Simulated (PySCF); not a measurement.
Fill in the blanks.

Compound: MeSiCl2SBu, C5H12Cl2SSi.
SMILES with atom numbers: `[CH3:1][CH2:2][CH2:3][CH2:4][S:5][Si:6]([CH3:7])([Cl:8])[Cl:9]` (hydrogens: H10, H11, H12 on C1; H13, H14 on C2; H15, H16 on C3; H17, H18 on C4; H19, H20, H21 on C7)

Conformer (atom-mapped SMILES and torsion angles): `[CH3:1][CH2:2][CH2:3][CH2:4][S:5][Si:6]([CH3:7])([Cl:8])[Cl:9]`: C1–C2–C3–C4 -70°, C2–C3–C4–S5 177°, C3–C4–S5–Si6 68°, C4–S5–Si6–C7 42°.

```csv
property,level,value
point group of the GFN2-xTB geometry,GFN2-xTB,C1
"rotational constants A, B, C of the GFN2-xTB geometry",GFN2-xTB,"1.471, 0.422, 0.384 GHz"
dipole moment,PBE0/pcSseg-1,?
HOMO energy,PBE0/pcSseg-1,-7.19 eV
LUMO energy,PBE0/pcSseg-1,?
13C chemical shifts (computed TMS as zero) by class,GIAO PBE0/pcSseg-1,?
1H chemical shifts (computed TMS as zero) by class,GIAO PBE0/pcSseg-1,?
"isotropic shieldings of nuclei other than C and H, by class",GIAO PBE0/pcSseg-1,?
```

Electronic properties: PySCF, gas phase, density fitting. NMR classes are plain means over equivalent atoms (diastereotopic ones count apart unless rotation or inversion swaps them), as if these changed places fast; in this geometry the members of some classes differ.

Question: What are the 1H chemical shifts (computed TMS as zero) by class?

Answer: 2.54 (H17/H18), 1.74 (H15/H16), 1.36 (H13/H14), 1.00 (H10/H11/H12), 0.80 (H19/H20/H21) ppm.

Question: What is the dipole moment?

Answer: 3.48 D.

Question: What is the LUMO energy?

Answer: 0.09 eV.

Question: What are the 13C chemical shifts (computed TMS as zero) by class?

Answer: 39.8 (C3), 33.9 (C4), 25.9 (C2), 14.5 (C1), 10.3 (C7) ppm.

Question: The isotropic shieldings of nuclei other than C and H, by class?

Answer: 305 (Si6), 527 (S5), 824 (Cl8/Cl9) ppm.

The dipole equals about 11.6 × 10⁻³⁰ C·m (1 D = 3.33564 × 10⁻³⁰ C·m). A dipole of 3.48 D is allowed in C1, and pure rotational transitions are dipole-allowed. The rotational constants make it an asymmetric top with κ = (2B − A − C)/(A − C) = -0.93, nearer the prolate limit (−1). With B = h/(8π²I), that is 505.379 GHz u Å² over I, the principal moments of inertia are 343.6, 1197.2 and 1317.5 u Å² (most abundant isotopes); the inertial defect Ic − Ia − Ib is -223.3 u Å² (zero for a rigid planar frame, negative otherwise).

One conformer stands for the species.
